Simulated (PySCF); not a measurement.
**Where the electron goes**

(Cl2B-mu-NH2)2.
Cartesian coordinates in Å at the PBE0-D3(BJ)/def2-SVP level; atoms count from 1:
```xyz
12
B2Cl4H4N2 angstrom
B     -0.1872    1.0444   -0.2694
Cl    -0.2908    1.5822   -2.0003
Cl    -0.4243    2.3406    0.9806
N      1.1331    0.2029    0.0036
B      0.2064   -1.0589    0.2755
Cl     0.4414   -2.3451   -0.9856
Cl     0.3130   -1.6112    2.0018
N     -1.1136   -0.2160    0.0099
H      1.6714    0.5162    0.8109
H      1.7475    0.1088   -0.8045
H     -1.7227   -0.1192    0.8220
H     -1.6587   -0.5276   -0.7936
```

Method: TDDFT CAM-B3LYP/def2-SVPD, vertical, gas phase, core orbitals frozen in the response in PySCF 2.14.0, density-fitted response routines.

Kohn–Sham orbitals with the atoms that hold most of them (Löwdin shares over 4%, at most four atoms; ? is withheld):

| orbital | ε (eV) | atoms |
| --- | --- | --- |
| HOMO-3 | -10.51 | Cl3 19%, Cl7 19%, Cl6 19%, Cl2 18% |
| HOMO-2 | -10.31 | Cl3 23%, Cl2 23%, Cl7 23%, Cl6 23% |
| HOMO-1 | -10.29 | Cl6 19%, Cl7 19%, Cl2 19%, Cl3 19% |
| HOMO | ? | Cl6 25%, Cl2 24%, Cl7 24%, Cl3 24% |
| LUMO | 0.25 | ? |
| LUMO+1 | 1.22 | N8 11%, N4 11%, Cl7 10%, Cl2 9% |
| LUMO+2 | 1.22 | Cl3 16%, Cl6 15%, B5 15%, B1 15% |

(1) Which atoms hold the LUMO, and with what shares?

(2) What is the HOMO energy, and the HOMO–LUMO gap?

Results:

(1) B1 (bonded to 2 Cl and 2 N) 23%; B5 (bonded to 2 Cl and 2 N) 23%; Cl3 (bonded to B) 6%; Cl7 (bonded to B) 6%. By element: boron 46%, chlorine 13% or more.

(2) ε(HOMO) = -10.09 eV; the gap is 10.34 eV (0.3800 hartree).

Within 0.005 eV of a neighbour in this list lie LUMO+1/LUMO+2 (point group found: D2h); within a degenerate set the shares of single atoms can hang on how the components are chosen.

Q: The HOMO–LUMO gap is 10.34 eV. Where does the response calculation put the lowest singlet, and from which orbitals?

A: S1 is at 7.73 eV (f = 0.0000), 2.61 eV below the gap, made of HOMO→LUMO (85%). 

Next come S2 at 7.90 eV (f 0.0000), HOMO-1→LUMO (89%); S3 at 7.94 eV (f 0.043), HOMO-2→LUMO (82%), HOMO→LUMO+2 (11%); S4 at 8.10 eV (f 0.106), HOMO-3→LUMO (64%), HOMO→LUMO+1 (26%); S5 at 8.16 eV (f 0.0000), HOMO-4→LUMO (85%).

Löwdin shares depend on the basis, the more so with diffuse functions.

One conformer stands for the species.
